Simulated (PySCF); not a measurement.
**Computed structure and properties of SmF3(NH3)**

System: SmF3(NH3) (singlet in the valence; each metal's 4f electrons, 5 of them, lie in its core potential, out of spins and levels); start: template (C3v). Method: PySCF 2.14.0, RKS PBE0, Sm lcecp-1-SVP with ECP51, F def2-SVP, N def2-SVP, H def2-SVP; non-relativistic Hamiltonian with scalar-relativistic core potentials where named; density fitting; no spin-orbit coupling.

Input of the relaxation:

```python
mol = gto.M(atom='''
Sm     0.01091    -0.01091     0.01091
F      1.24101     1.21919     1.24101
F     -1.21919    -1.24101     1.24101
F      1.24101    -1.24101    -1.21919
N     -1.46569     1.46569    -1.46569
H     -2.07879     2.07879    -0.92859
H     -0.92859     2.07879    -2.07879
H     -2.07879     0.92859    -2.07879''',
    basis={'Sm': 'lcecp-1-SVP', 'F': 'def2-SVP', 'N': 'def2-SVP', 'H': 'def2-SVP'},
    ecp={'Sm': 'lcecp-1-SVP'},
    charge=0, spin=0)
mf = dft.RKS(mol, xc='PBE0')
mf.grids.atom_grid = (50, 194)  # f atoms: unpruned, at least (60, 302)
mf = mf.density_fit()  # fitting sets: Sm AutoAux, F def2-universal-JKFIT, N def2-universal-JKFIT, H def2-universal-JKFIT
mf.conv_tol = 1e-08; mf.max_cycle = 55
mf.kernel(dm0)  # dm0: converged density of the start geometry
# quasi-Newton relaxation in Cartesian coordinates to a largest gradient under 0.00045 Eh/bohr, steps kept in the point group
```

Run from Python with OMP_NUM_THREADS=2; the lines above give its settings. Where DIIS fails, smearing, a level shift and second-order steps follow.
It took 45 s on 2 threads of Arm Neoverse V1, on a shared host, from the converged density of the start.

Course of the relaxation:

```csv
step,energy above end (eV),largest force component within the symmetry (eV/Å)
0,0.2536,1.276
1,0.1053,0.656
2,0.0577,0.229
3,0.0275,0.216
4,0.0067,0.061
5,0.0055,0.051
6,0.0010,0.024
7,0.0003,0.031
8,0.0002,0.020
9,0.0001,0.016
10,0.0000,0.009
```

Relaxed geometry (C3v):

```xyz
8

Sm    0.1171   -0.1171    0.1171
F     1.0972    1.4330    1.0972
F    -1.4330   -1.0972    1.0972
F     1.0972   -1.0972   -1.4330
N    -1.3711    1.3711   -1.3711
H    -1.9810    1.9810   -0.8236
H    -0.8236    1.9810   -1.9810
H    -1.9810    0.8236   -1.9810
```

```tsv
contact	Å
Sm1–F2 (F)	2.079
Sm1–F3 (F)	2.079
Sm1–F4 (F)	2.079
Sm1–N5 (NH3)	2.578
```

On the finer grid (75, 302):

```json
{"HOMO": "-9.26 eV", "LUMO": "-0.81 eV", "Dipole about the centre of mass": "5.60 D", "Set of Mulliken populations of Sm1 outside the core potential": "s 2.14, p 6.31, d 1.24, f 0.11", "D3(BJ) dispersion energy (not in the energies)": "-0.109 eV"}
```

| atom | Mulliken (e) | Löwdin (e) | spin (e) |
| --- | --- | --- | --- |
| Sm1 | 1.19 | 0.73 | 0.00 |
| F2 | -0.46 | -0.34 | 0.00 |
| F3 | -0.46 | -0.34 | 0.00 |
| F4 | -0.46 | -0.34 | 0.00 |
| N5 | -0.32 | -0.03 | 0.00 |
| H6 | 0.17 | 0.11 | 0.00 |
| H7 | 0.17 | 0.11 | 0.00 |
| H8 | 0.17 | 0.11 | 0.00 |

The 4f levels lie in the core potential and are missing. Their spin isn't counted.

On the grid (50, 194), as all that follows. Harmonic modes: a minimum within the noise of the softest modes; lowest 38 cm⁻¹ (negative: unstable), highest 3616 cm⁻¹, zero-point energy 1.157 eV.

Taking off one F (charge -1, singlet; the rest: singlet) in vacuum, both parts rigid, costs 10.85 eV; the small basis without counterpoise inflates it. Most of it is the attraction of opposite charges; other ways to part are cheaper, and one spin state was tried for the rest.

Rigid scan of F along the line from its metal:

```json
{"distance to F2 (Å)": "1.78", "energy (eV)": "1.309"}
{"distance to F2 (Å)": "1.88", "energy (eV)": "0.497"}
{"distance to F2 (Å)": "1.98", "energy (eV)": "0.107"}
{"distance to F2 (Å)": "2.08", "energy (eV)": "0.000"}
{"distance to F2 (Å)": "2.18", "energy (eV)": "0.081"}
{"distance to F2 (Å)": "2.28", "energy (eV)": "0.282"}
{"distance to F2 (Å)": "2.48", "energy (eV)": "0.875"}
{"distance to F2 (Å)": "2.78", "energy (eV)": "1.908"}
{"distance to F2 (Å)": "3.18", "energy (eV)": "3.183"}
{"distance to F2 (Å)": "3.68", "energy (eV)": "4.398"}
```

Taking off one NH3 (charge 0, singlet; the rest: singlet) in vacuum, both parts rigid, costs 1.51 eV; the small basis without counterpoise inflates it.

Rigid scan of NH3 along the line from its metal:

| distance to N5 (Å) | energy (eV) |
| --- | --- |
| 2.28 | 0.330 |
| 2.38 | 0.127 |
| 2.48 | 0.028 |
| 2.58 | 0.000 |
| 2.68 | 0.020 |
| 2.78 | 0.071 |
| 2.98 | 0.220 |
| 3.28 | 0.475 |
| 3.68 | 0.769 |
| 4.18 | 1.026 |

One start shape was tried, so this needn't be the lowest isomer.

An lcecp potential fixes the number of 4f electrons, so in runs with it no electron can move into or out of that shell.
